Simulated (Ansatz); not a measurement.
Geometry optimisation, RKS PBE/def2-SVP (Ansatz).

The input (input.yaml):

```yaml
crystal:
  periodic: [false, false, false]
  atoms:
    - { symbol: Ta, position_ang: [-0.159978, 0.11788, 0.132566] }
    - { symbol: F, position_ang: [1.74479, 0.208073, 0.379798] }
    - { symbol: Cl, position_ang: [-0.415151, 0.445697, 2.443805] }
    - { symbol: Cl, position_ang: [0.230843, 0.035322, -2.18387] }
    - { symbol: "N", position_ang: [-1.07353, 1.825032, -0.148861] }
    - { symbol: H, position_ang: [-1.464324, 2.389239, 0.612866] }
    - { symbol: H, position_ang: [-1.227233, 2.253592, -1.066151] }
    - { symbol: Cl, position_ang: [-1.678242, -1.630919, 0.064868] }
    - { symbol: Cl, position_ang: [1.810161, -2.864324, 0.952453] }
    - { symbol: H, position_ang: [2.479165, -1.707392, 0.900527] }
basis:
  gaussian: { orbitals: def2-SVP }
hamiltonian:
  xc: pbe
relax:
  f_tol: 0.03
  max_steps: 50
```

Launched with:

```bash
$ ansatz run input.yaml --threads 4 --pin off --max-ram 5120MiB --backend cpu --events-out ev --progress --plain --runs-dir out
```

**Question.** Where does it end, and by what steps?

**Answer.** The run converged. After 10 steps the energy has fallen by 0.040 eV; Cl9 moved furthest, 0.51 Å. Joined: Ta1–Cl9 (3.67 → 3.09 Å).

```csv
step,energy less start (eV),largest force component (eV/Å),accepted
0,0.0000,0.832,yes
1,-0.0149,0.382,yes
2,-0.0205,0.201,yes
3,-0.0228,0.138,yes
4,-0.0287,0.160,yes
5,-0.0253,0.459,no
6,-0.0345,0.110,yes
7,-0.0393,0.089,yes
8,-0.0398,0.053,yes
9,-0.0401,0.038,yes
10,-0.0402,0.021,yes
```

```xyz
10
Properties=species:S:1:pos:R:3
Ta -0.099 0.066 0.194
F 1.767 0.416 0.461
Cl -0.413 0.380 2.505
Cl 0.342 -0.129 -2.109
N -1.029 1.749 -0.144
H -1.446 2.329 0.591
H -1.173 2.145 -1.078
Cl -1.735 -1.610 0.114
Cl 1.497 -2.529 0.739
H 2.536 -1.744 0.814
```

Whether the end is a true minimum wasn't checked by a vibrational analysis.

The run took 33 s on 4 threads of Arm Neoverse V1, with other jobs on the host, peak memory 0.24 GiB.
